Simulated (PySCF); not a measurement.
An unknown shows these calculated signals:

$^{1}$H NMR (500 MHz, computed): δ 7.42 (s, 4H), 2.39 (s, 6H).

$^{13}$C{$^{1}$H} NMR (computed): δ 145.3 (C), 138.7 (CH), 23.8 (CH3).

One computed conformer, non-relativistic Hamiltonian, isolated molecule, one averaged value for each set of equivalent atoms. σ from GIAO-PBE0/pcSseg-2; PBE0-D3(BJ)/def2-TZVP geometry; PySCF.

Chemical shifts δ = σref − σ; TMS for $^{1}$H (σ = 31.52 ppm), $^{13}$C (σ = 186.03 ppm), all at this level.

Question: Which of these does the molecule contain: a vinyl group CH=CH2, a Si–H bond, an NH or NH2 group, a benzene ring?

Answer: 
- A vinyl group CH=CH2: no.
- A Si–H bond: no.
- An NH or NH2 group: no.
- A benzene ring: yes.

The data belong to `Cc1ccc(C)cc1`, C8H10; they needn't prove each group on their own.

Carbon signals by region: 2 in the sp2 and nitrile region (100–160 ppm), 1 below 50 ppm.

Shifts are as computed. Against solution values, carbons near 30 ppm lie about +3 ppm off and those near 130 ppm about +9 ppm. Of 1309 compounds with measured shifts, 239 miss one by over three times the rms of a fit or turn the order of signals round; such compounds aren't used in these exercises. No couplings were computed; multiplicities are counted from neighbouring protons, with m where these are inequivalent, close in shift, in a saturated or five-membered ring or joined by F or P, and br s for small geminal =CH2 splittings.
